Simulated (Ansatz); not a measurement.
## What each rung costs, and what it gives

Saddle point of HfH2OF4, singlet (HfF₄ ([F][Hf]([F])([F])[F]) + H₂O → HfHOF₃ ([OH][Hf]([F])([F])[F]) + HF (still joined by a long Hf–F bond); bonds formed: F2–H6; dative contacts that become bonds: Hf1–O7; bonds broken: H6–O7; bonds weakened to dative contacts: Hf1–F2), PBE0-D4/def2-TZVP structure:

Hf1  (-0.363, -0.034, -0.670)
F2  (0.824, -1.489, 0.574)
F3  (0.805, -0.272, -2.147)
F4  (-1.839, -1.229, -0.689)
F5  (-1.191, 1.630, -1.064)
H6  (0.863, -0.602, 1.174)
O7  (0.426, 0.620, 1.120)
H8  (0.477, 1.376, 1.701)
(Å)

Barriers are electronic and count from the start structure reached by relaxing down the imaginary mode.

Program: Ansatz 0.2.0. Basis: as named in each row. Cores are frozen in the correlated methods. Core potentials replace the inner electrons of the atoms past krypton. B3LYP uses VWN-RPA correlation. Extrapolation: Hartree–Fock as exp(−7.88 √X), correlation as X^−2.97.

Times are rough, for one single point on 8 threads of a shared host (Intel Xeon).

The estimate by CCSD(T) at an estimated basis limit (MP2 extrapolated from triple and quadruple zeta, plus CCSD(T) − MP2 in triple zeta) is 85.4 kJ/mol.

```tsv
method	basis	time (s)	barrier (kJ/mol)	method less estimate
SPW92	def2-SVP	3	46.2	-39.2
PBE-D4	def2-SVP	4	68.6	-16.8
PBE0-D4	def2-SVP	4	76.7	-8.7
B3LYP-D4	def2-TZVPP	6	84.1	-1.3
BHLYP-D4	def2-TZVPP	6	92.6	7.2
PBE0-D4	def2-TZVPP	6	80.0	-5.4
r2SCAN0-D4	def2-TZVPP	7	83.1	-2.3
CAM-B3LYP-D4	def2-TZVPP	7	82.3	-3.1
SPW92	def2-TZVPP	8	51.9	-33.5
PBE-D4	def2-TZVPP	9	73.1	-12.3
BLYP-D4	def2-TZVPP	9	80.0	-5.4
B97M-V	def2-TZVPP	10	92.6	7.2
wB97M-V	def2-SVP	11	81.2	-4.2
r2SCAN-D4	def2-TZVPP	11	79.2	-6.2
PBE-QIDH	def2-TZVPP	11	83.2	-2.2
RPA on PBE	def2-TZVPP	14	83.8	-1.6
wB97X-V	def2-TZVPP	15	86.1	0.7
B2PLYP	def2-TZVPP	17	84.6	-0.8
wB97M-V	def2-TZVPP	18	85.2	-0.2
CCSD(T)	def2-SVP	30	88.9	3.5
MP2	def2-QZVPP	40	81.3	-4.1
CCSD(T)	def2-TZVPP	250	84.6	-0.8
```

All methods are single points on the PBE0-D4 structures.

T1 diagnostic: at most 0.016.

The step is the kind of ligand exchange by which a precursor binds to a hydroxyl group, or is hydrolysed, in atomic layer deposition of oxides.

Labels in which every atom is bracketed show which atoms are joined, not bond orders.
